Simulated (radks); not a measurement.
Values are calculated unless marked as measured or tabulated.
P, 15 electrons, occupied as [Ne] 3s2 3p2 7s1 (not the ground configuration).

Code: a radial shooting solver on a logarithmic mesh with Libxc functionals. Model: scalar-relativistic Kohn-Sham, LDA (Slater exchange, Perdew-Wang correlation), spin-polarised, spherical densities, finite nucleus; open shells are filled with parallel spins first; Fermi nuclear charge, rms radius 3.1889 fm.

Energy parts (eV):
total: -9265.062
kinetic: 9286.498
electron-nucleus: -22005.210
Hartree: 4041.967
exchange-correlation: -588.317

Orbitals (lengths in bohr, moments of r in powers of bohr; r(max) is where P^2 peaks):
orbital  occ.  eigenvalue (eV)   r(max)     <r>
1s up       1        -2085.786  0.06785  0.1039
1s down     1        -2085.508  0.06784  0.1039
2s up       1        -182.7022   0.4200  0.5220
2s down     1        -182.3814   0.4201  0.5216
2p up       3        -134.1316   0.3534  0.4862
2p down     3        -133.7313   0.3536  0.4856
3s up       1         -23.0465    1.541   1.813
3s down     1         -21.0779    1.539   1.829
3p up       2         -13.9771    1.742   2.114
3p down     0         -12.1543    1.755   2.173
7s up       1          -0.4421    38.09   34.46
7s down     0          -0.3866    39.01   33.26

The highest occupied level is 7s up at -0.442 eV. The configuration is held as typed, so some empty levels lie below it. The spin density at the nucleus is -0.0658 e/bohr^3 (1s -0.1543, 2s -0.0123, 3s 0.0537, 7s 0.0471). The electron density at the nucleus is 2375 e/bohr^3 (large components only).
